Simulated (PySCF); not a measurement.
## Radial density of Re (rhenium, neutral)

r2SCAN, [Xe] 4f14 5d7, high-spin 4F determinant (an excited configuration). Computed with PySCF 2.14 in x2c-TZVPPall (11s7p7d3f1g, 97 functions), with scalar relativity by spin-free X2C-1e.

```csv
r (bohr),4πr²ρ (e/bohr),4πr²(ρα − ρβ)
0.0137,103.5,-0.0015
0.0231,90.32,-0.0023
0.0388,118.3,0.0045
0.0652,132.9,0.0633
0.110,108.1,0.1411
0.185,116.0,-0.0014
0.310,66.70,0.1714
0.522,63.78,0.0570
0.878,20.80,0.5422
1.48,9.199,1.7914
2.49,2.137,0.8249
4.18,0.3785,0.1143
7.03,0.01906,0.0009
```

Densities and radii are taken from the X2C orbitals without a picture-change correction, which distorts them close to the nucleus.

Spin-orbit coupling, absent here, splits the open shell strongly.

Problem. Where is the radial spin density 4πr²(ρα − ρβ) most negative, and why is it negative at all?

Solution. Around r = 0.0231 bohr, down to -0.0023 e/bohr: exchange with the open shell polarises the paired shells in an unrestricted calculation.
